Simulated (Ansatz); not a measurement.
Abstraction of H: CH4S2 + Si(SiH2)F3 → CH3S2 + Si(SiH3)F3

Species: CH4S2 (methyl hydrodisulfide) `CSS`, singlet; Si(SiH2)F3, doublet; CH3S2 `CS[S]`, doublet; Si(SiH3)F3, singlet. A radical takes H: the energy is the difference in strength between the S–H bond broken and the Si–H bond made.

Shapes, held fixed at every level: PBE0-D4/def2-TZVP. Flexible molecules stand in one conformer, not always the lowest. Programs: Ansatz 0.2.0. The zero-point and thermal change to 298 K, harmonic and unscaled (PBE0-D4/def2-TZVP), is +0.5 kJ/mol.

```json
{"level": "MP2/def2-SVP", "kind": "perturbation theory", "ΔH(298 K) (kJ/mol)": "-67.8", "less CCSD(T)/CBS estimate": "+8.8"}
{"level": "MP2/def2-TZVPP", "kind": "perturbation theory", "ΔH(298 K) (kJ/mol)": "-69.0", "less CCSD(T)/CBS estimate": "+7.6"}
{"level": "HF/def2-SVP", "kind": "Hartree–Fock", "ΔH(298 K) (kJ/mol)": "-67.4", "less CCSD(T)/CBS estimate": "+9.2"}
{"level": "SPW92/def2-TZVPP", "kind": "LDA", "ΔH(298 K) (kJ/mol)": "-77.4", "less CCSD(T)/CBS estimate": "-0.8"}
{"level": "r2SCAN-D4/def2-TZVPP", "kind": "meta-GGA", "ΔH(298 K) (kJ/mol)": "-77.0", "less CCSD(T)/CBS estimate": "-0.4"}
{"level": "B3LYP-D4/def2-TZVPP", "kind": "global hybrid", "ΔH(298 K) (kJ/mol)": "-83.2", "less CCSD(T)/CBS estimate": "-6.6"}
{"level": "CCSD/def2-SVP", "kind": "coupled cluster or CI", "ΔH(298 K) (kJ/mol)": "-70.3", "less CCSD(T)/CBS estimate": "+6.3"}
{"level": "CCSD(T)/CBS estimate", "kind": "coupled cluster or CI", "ΔH(298 K) (kJ/mol)": "-76.6", "less CCSD(T)/CBS estimate": "0.0"}
```

The highest level, CCSD(T)/CBS estimate, gives ΔH(298 K) = -76.6 kJ/mol; the levels span -83.2 to -67.4. The column of differences is taken from that level and isn't an error. No measured value is set beside it here. Open shells run unrestricted. The CBS estimate extrapolates MP2 from def2-TZVPP and def2-QZVPP and adds CCSD(T) − MP2 in the triple-zeta set, cores frozen.
